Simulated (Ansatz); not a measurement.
These are B3LYP-D3(BJ)/def2-TZVP run with Ansatz (a program for electronic structure) values and carry that method's errors. No frequencies were computed at this level.

Ansatz 0.2 input:
```yaml
crystal:
  periodic: [false, false, false]
  atoms:
    - { symbol: F, position_ang: [-0.567837, 1.378147, -0.414369] }
    - { symbol: Si, position_ang: [0.002446, -0.006916, 0.088899] }
    - { symbol: F, position_ang: [-0.899745, -1.107064, -0.59858] }
    - { symbol: F, position_ang: [1.423543, -0.146552, -0.587774] }
    - { symbol: H, position_ang: [0.041594, -0.117615, 1.511824] }
basis:
  gaussian: { orbitals: def2-tzvp }
hamiltonian:
  xc: b3lyp
  dispersion: d3bj
relax:
  max_steps: 150
```

Output:

```
Functional definition: B3LYP
773 factors; their error is unknown
mean field evaluation 1: about -16050.6284 eV, gradient 5.6e1 eV
mean field evaluation 2: about -16044.1405 eV, gradient 9.0e1 eV
mean field evaluation 4: about -16054.5755 eV, gradient 5.5e-1 eV
mean field evaluation 8: about -16054.6289 eV, gradient 1.1e-1 eV
mean field evaluation 16: about -16054.6289 eV, gradient 4.4e-5 eV
mean field -16054.62889173 eV, -589.9967295529 hartree, gradient 4.4e-5 eV, S^2 0.000000; 0 other end points of the search recorded, 0 dependent functions left out
reference -16054.62907873 eV, -589.9967364248 hartree; 21, 21 occupied and 115, 115 virtual orbitals, 773 factors
relax step   1: F+E_penalty+E_count = -16054.73609038 eV  Δ(F+E_penalty+E_count) = +0.000e0 eV  max|allowed force component| = 1.575e0 eV/Å  Δτ_max = 0.0000 Å  (26 SCF iters, accepted)
these checks for a lower state are left out or cut short: starts, cluster_reference, orbital_swaps, neighbouring_geometries, increment
773 factors; their error is unknown
mean field -16054.66407805 eV, -589.9980226261 hartree, gradient 1.8e-5 eV, S^2 0.000000; 0 other end points of the search recorded, 0 dependent functions left out
reference -16054.66426524 eV, -589.9980295055 hartree; 21, 21 occupied and 115, 115 virtual orbitals, 773 factors
relax step   2: F+E_penalty+E_count = -16054.77111637 eV  Δ(F+E_penalty+E_count) = -3.503e-2 eV  max|allowed force component| = 7.948e-1 eV/Å  Δτ_max = 0.0211 Å  (27 SCF iters, accepted)
these checks for a lower state are left out or cut short: starts, cluster_reference, orbital_swaps, neighbouring_geometries, increment
773 factors; their error is unknown
mean field evaluation 32: about -16054.6779 eV, gradient 2.2e-5 eV
mean field -16054.67785691 eV, -589.9985289901 hartree, gradient 2.2e-5 eV, S^2 0.000000; 0 other end points of the search recorded, 0 dependent functions left out
reference -16054.67804417 eV, -589.9985358718 hartree; 21, 21 occupied and 115, 115 virtual orbitals, 773 factors
relax step   3: F+E_penalty+E_count = -16054.78478087 eV  Δ(F+E_penalty+E_count) = -1.366e-2 eV  max|allowed force component| = 6.209e-2 eV/Å  Δτ_max = 0.0261 Å  (27 SCF iters, accepted)
these checks for a lower state are left out or cut short: starts, cluster_reference, orbital_swaps, neighbouring_geometries, increment
773 factors; their error is unknown
mean field -16054.67759279 eV, -589.9985192837 hartree, gradient 1.7e-5 eV, S^2 0.000000; 0 other end points of the search recorded, 0 dependent functions left out
reference -16054.67777999 eV, -589.9985261632 hartree; 21, 21 occupied and 115, 115 virtual orbitals, 773 factors
relax step   4: F+E_penalty+E_count = -16054.78458700 eV  Δ(F+E_penalty+E_count) = +1.939e-4 eV  max|allowed force component| = 1.322e-1 eV/Å  Δτ_max = 0.0045 Å  (29 SCF iters, rejected (line search))
these checks for a lower state are left out or cut short: starts, cluster_reference, orbital_swaps, neighbouring_geometries, increment
773 factors; their error is unknown
mean field -16054.67806545 eV, -589.9985366537 hartree, gradient 1.0e-5 eV, S^2 0.000000; 0 other end points of the search recorded, 0 dependent functions left out
reference -16054.67825270 eV, -589.9985435351 hartree; 21, 21 occupied and 115, 115 virtual orbitals, 773 factors
relax step   5: F+E_penalty+E_count = -16054.78500978 eV  Δ(F+E_penalty+E_count) = -2.289e-4 eV  max|allowed force component| = 8.979e-3 eV/Å  Δτ_max = 0.0022 Å  (23 SCF iters, accepted)
773 factors; their error is unknown
mean field evaluation 64: about -16054.6781 eV, gradient 1.0e-5 eV
mean field -16054.67806545 eV, -589.9985366537 hartree, gradient 1.0e-5 eV, S^2 0.000000; 1 other end points of the search recorded, 0 dependent functions left out
reference -16054.67825270 eV, -589.9985435351 hartree; 21, 21 occupied and 115, 115 virtual orbitals, 773 factors
Total energy: -16054.78519703 eV, -590.0024736665 hartree
Atom 0 at    -0.577265     1.400691    -0.390452 Å, force     0.003185    -0.007637    -0.003941 eV/Å
Atom 1 at     0.001157    -0.003277     0.042126 Å, force     0.000011    -0.000056     0.000741 eV/Å
Atom 2 at    -0.915192    -1.129583    -0.578003 Å, force     0.005143     0.007028    -0.002854 eV/Å
Atom 3 at     1.450214    -0.151654    -0.567000 Å, force    -0.008582     0.001363    -0.002925 eV/Å
Atom 4 at     0.041087    -0.116176     1.493329 Å, force     0.000244    -0.000698     0.008979 eV/Å
Dipole moment:     0.007648    -0.021633     0.278068 e Å
```

Cost: around 7 core-seconds (rough).
